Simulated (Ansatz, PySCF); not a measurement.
sulfur trioxide (O3S), SMILES O=S(=O)=O. Atoms are numbered in the order given.

```xyz
4

O      1.4191     0.0000     0.0000
S      0.0000     0.0000     0.0000
O     -0.7096    -1.2290     0.0000
O     -0.7096     1.2290     0.0000
```
Charge 0, spin multiplicity 1.

Coordinates come from a ωB97X-D3(BJ)/def2-TZVP optimisation.

Two levels are set side by side: PBE-D3(BJ)/def2-TZVP (Ansatz, a program for electronic structure) and ωB97X-D3(BJ)/def2-TZVP (PySCF). Each level has its own optimised geometry; the coordinates shown are those of the second. Frequencies come from the Hessian of PySCF at each geometry. Differences are taken from unrounded values.

```json
[
 {"quantity": "mean bond length (Å)", "ωB97X-D3(BJ)": "1.419", "PBE-D3(BJ)": "1.444", "PBE-D3(BJ) minus ωB97X-D3(BJ)": "0.025"},
 {"quantity": "bond O1–S2 (Å)", "ωB97X-D3(BJ)": "1.419", "PBE-D3(BJ)": "1.444", "PBE-D3(BJ) minus ωB97X-D3(BJ)": "0.025"},
 {"quantity": "bond S2–O3 (Å)", "ωB97X-D3(BJ)": "1.419", "PBE-D3(BJ)": "1.444", "PBE-D3(BJ) minus ωB97X-D3(BJ)": "0.025"},
 {"quantity": "bond S2–O4 (Å)", "ωB97X-D3(BJ)": "1.419", "PBE-D3(BJ)": "1.444", "PBE-D3(BJ) minus ωB97X-D3(BJ)": "0.025"},
 {"quantity": "highest harmonic wavenumber (cm⁻¹)", "ωB97X-D3(BJ)": "1452", "PBE-D3(BJ)": "1345", "PBE-D3(BJ) minus ωB97X-D3(BJ)": "-106"},
 {"quantity": "mean harmonic wavenumber (cm⁻¹)", "ωB97X-D3(BJ)": "938", "PBE-D3(BJ)": "862", "PBE-D3(BJ) minus ωB97X-D3(BJ)": "-76"},
 {"quantity": "zero-point energy (kcal/mol)", "ωB97X-D3(BJ)": "8.05", "PBE-D3(BJ)": "7.39", "PBE-D3(BJ) minus ωB97X-D3(BJ)": "-0.65"}
]
```

GGA bonds tend to be longer and softer than those of functionals with exact exchange. Differences between two approximate levels are no errors against the true value.
